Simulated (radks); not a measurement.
All-electron atom: Zr4+ in [Kr].

All-electron calculation, scalar-relativistic Kohn-Sham, r2SCAN, spin-polarised, spherical densities, finite nucleus; meta-GGA in the generalised Kohn-Sham scheme; Fermi nuclear charge, rms radius 4.2694 fm. Program: a radial shooting solver on a logarithmic mesh with Libxc functionals.

Energy parts (hartree):
part                       energy
total                 -3596.25774
kinetic                3697.99225
electron-nucleus      -8602.42755
Hartree                1421.37407
exchange-correlation   -113.19651

Orbitals (lengths in bohr, moments of r in powers of bohr; <r^-3> diverges for s and p1/2; r(max) is where P^2 peaks):
| orbital | occ. | eigenvalue (hartree) | <r^-3> | r(max) | <r^2> | <1/r> |
|---|---|---|---|---|---|---|
| 1s | 2 | -658.1414 | - | 0.02414 | 0.001854 | 41.25 |
| 2s | 2 | -92.98317 | - | 0.1369 | 0.03113 | 9.266 |
| 2p | 6 | -83.00084 | 2154 | 0.1095 | 0.02455 | 9.013 |
| 3s | 2 | -16.74161 | - | 0.4074 | 0.2396 | 3.150 |
| 3p | 6 | -13.45490 | 347.3 | 0.4019 | 0.2478 | 2.986 |
| 3d | 10 | -8.08084 | 45.02 | 0.3483 | 0.2470 | 2.740 |
| 4s | 2 | -3.56699 | - | 1.071 | 1.606 | 1.131 |
| 4p | 6 | -2.70274 | 48.39 | 1.163 | 1.962 | 1.012 |

The highest occupied level is 4p at -73.545 eV. The density falls to 0.001 e/bohr^3 at r = 2.88 bohr. Summed over all electrons, <r^2> = 19.63 bohr^2, which gives a Langevin (diamagnetic) susceptibility term of -15.5 x 10^-6 cm^3/mol.
